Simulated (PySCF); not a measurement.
# Assigning NMR signals

Bonds (- single, = double, # triple, : aromatic): C1-C2 1.494 Å, C2:C3 1.389 Å, C3:C4 1.384 Å, C4:C5 1.383 Å, C5:C6 1.382 Å, C6-F7 1.346 Å, C6:C8 1.389 Å, C8-Cl9 1.729 Å, C8:C2 1.394 Å. C1 carries H10, H11, H12; C3 carries H13; C4 carries H14; C5 carries H15.

- geometry: GFN2-xTB
- shielding tensors at PBE0/pcSseg-1 (GIAO)
- code: PySCF
- in vacuum, one averaged value for each set of equivalent atoms, non-relativistic, one computed conformer

δ = σ(ref) − σ, references computed at the same level: ¹³C (186.93 ppm), ¹H (31.72 ppm) against TMS.

**Question.** Assign these signals to the numbered atoms. ¹³C{¹H} NMR (computed): δ 168.8 (C), 145.5 (C), 132.7 (CH), 132.5 (C), 130.1 (CH), 120.0 (CH), 23.7 (CH3).

**Answer.** 
168.8 → C6, aromatic carbon bearing fluorine: an ipso carbon deshielded by its heteroatom
145.5 → C2, substituted aromatic carbon
132.7 → C4, aromatic CH: the aromatic region
132.5 → C8, aromatic carbon bearing chlorine
130.1 → C3, aromatic CH: the aromatic region
120.0 → C5, aromatic CH
23.7 → C1, methyl carbon on an aromatic ring: saturated and bonded to C and H only

C4 and C8 lie closer than the usual error of such a calculation, so a measured spectrum could show them in the other order.

**Question.** Assign these signals to the numbered atoms. ¹H NMR (300 MHz, computed): δ 7.38 (m, 1H), 7.30 (m, 1H), 7.30 (m, 1H), 2.52 (s, 3H).

**Answer.** 
```tsv
δ (ppm)	atoms	environment	reason
7.38	H14	hydrogen on an aromatic CH	it sits in the deshielding region of the aromatic ring current
7.30	H13	hydrogen on an aromatic CH	–
7.30	H15	hydrogen on an aromatic CH	–
2.52	H10/H11/H12	hydrogen on a methyl carbon on an aromatic ring	benzylic-type position, deshielded by the ring
```

H14 and H13; H13 and H15 lie closer than the usual error of such a calculation, so a measured spectrum could show them in the other order.

Carbons that carry Cl, above all several Cl atoms, come out too deshielded, partly because spin–orbit coupling is missing. Splittings by ¹⁹F in the carbon and heteronuclear signals aren't shown, as no couplings were computed. Shifts are as computed. Against solution values, carbons near 30 ppm lie about +3 ppm off and those near 130 ppm about +5 ppm; carbons on Cl a further +6 ppm. Of 1211 compounds with measured shifts, 218 miss one by over three times the rms of a fit or turn the order of signals round; such compounds aren't used in these exercises. Multiplicities follow the n + 1 count of equivalent neighbours, as no J values were calculated; m marks all less simple cases, F and P coupling included.
